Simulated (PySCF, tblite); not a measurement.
Isomers of C4H16SSi3, one GFN2-xTB conformer each. Single-point energies are computed at PBE0/pcSseg-1 (PySCF, gas phase, no added dispersion term), electronic only.

Question: Rank them by PBE0/pcSseg-1 energy, lowest first (kJ/mol).
A. `[CH3:1][CH:2]([CH3:3])[CH2:4][S:5][SiH2:6][SiH2:7][SiH3:8]` with C1–C2–C4–S5 64°, C2–C4–S5–Si6 81°, C4–S5–Si6–Si7 179°, S5–Si6–Si7–Si8 42°
B. `[CH3:1][SiH2:2][CH2:3][S:4][C@H:5]([SiH3:6])[CH2:7][SiH3:8]` with C1–Si2–C3–S4 64°, Si2–C3–S4–C5 -170°, C3–S4–C5–Si6 -99°, S4–C5–C7–Si8 -49°

Answer: A (0.0), B (81.7).

As drawn, the lower has an Si–Si bond, which the higher lacks; the higher has an Si–C bond, which the lower lacks. GFN2-xTB itself gives, in the same order: 0.0, 88.4. Both levels put the same isomer lowest.

Q: Which frontier levels, dipoles and rotational constants go with these structures?

A: 
```csv
SMILES,"HOMO (eV, PBE0/pcSseg-1)",LUMO (eV),dipole (D),"A, B, C (MHz)"
CC(C)CS[SiH2][SiH2][SiH3],-6.73,-0.69,1.24,"1839, 399.9, 361.2"
C[SiH2]CS[C@H]([SiH3])C[SiH3],-6.44,0.26,1.31,"1174, 594.0, 418.5"
```

Q: What happens when harmonic zero-point energies from GFN2-xTB frequencies are added?

A: 
| SMILES | ZPE (kJ/mol) | electronic (kJ/mol) | with ZPE (kJ/mol) |
| --- | --- | --- | --- |
| CC(C)CS[SiH2][SiH2][SiH3] | 470.3 | 0.0 | 0.0 |
| C[SiH2]CS[C@H]([SiH3])C[SiH3] | 455.9 | 81.7 | 67.3 |

The zero-point energies span 14.4 kJ/mol. The order is unchanged.
